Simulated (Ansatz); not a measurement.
Basis-set series for CH4BBrO. The species carries charge 0 and has multiplicity 1. The bonds changed during the relaxation, so this is another structure than the one it started from. All single points use the PBE0-D4/def2-TZVP geometry. It is one conformer, not always the lowest.

Cartesian coordinates in Å:
```
B 0.0962 -0.9387 -0.5822
C 0.0615 0.5092 -0.0311
O 0.8643 0.9120 0.9324
Br -1.6595 -0.7603 0.6933
H 0.8609 -1.6995 -0.0730
H -0.3094 -1.1027 -1.6932
H -0.5363 1.2913 -0.4996
H 0.6223 1.7888 1.2535
```

```tsv
functional	basis	functions	energy (Eh)	HOMO (eV)	LUMO (eV)
PBE0-D4	def2-SVP	94	-2713.84737	-7.79	-1.48
PBE0-D4	def2-QZVPP	380	-2714.38470	-7.96	-1.68
ωB97M-V	def2-SVP	94	-2714.09546	-9.98	0.70
ωB97M-V	def2-QZVPP	380	-2714.63596	-10.18	0.33
```

Problem. Give the rows for def2-TZVPP. (Estimate.)

Solution. Ansatz gave: 
```
functional       basis  functions  energy (Eh)  HOMO (eV)  LUMO (eV)
   PBE0-D4  def2-TZVPP        197  -2714.32406      -7.94      -1.63
   ωB97M-V  def2-TZVPP        197  -2714.57759     -10.16       0.42
```

Positive LUMOs are unbound and depend on the basis. Scalar relativity is left out up to krypton.
